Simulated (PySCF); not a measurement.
## Working out the ionisation energy of Rh

Rh [Kr] 4d8 5s1 (4F) → Rh⁺ [Kr] 4d8 (3F). All numbers are calculated (PySCF 2.14, a scalar-relativistic core potential, in def2-TZVPPD with the def2 core potential (28 electrons) (6s4p3d2f1g, 56 functions)). Frozen: nothing. Energies in hartree (1 hartree = 27.21139 eV):

```tsv
part	Rh (lower)	Rh⁺ (upper)
UHF	-109.745327	-109.513499
MP2 opposite-spin	-0.353840	-0.334278
MP2 same-spin	-0.173212	-0.154321
```

Question: What does Hartree-Fock give?

Answer: (-109.513499) − (-109.745327) = 0.231828 hartree = 6.308 eV.

Question: What do MP2 and SCS-MP2 (6/5 opposite-spin, 1/3 same-spin) give?

Answer: The opposite-spin parts differ by 0.532 eV and the same-spin parts by 0.514 eV. MP2: 6.308 + (0.532) + (0.514) = 7.354 eV. SCS-MP2: 6.308 + 1.2 × (0.532) + (0.514)/3 = 7.118 eV.

Measured between the centres of the two terms (NIST): 7.479 eV, so MP2 (valence and next inner shell) is off by -0.125 eV.

What remains against the reference includes basis incompleteness and correlation beyond second order.
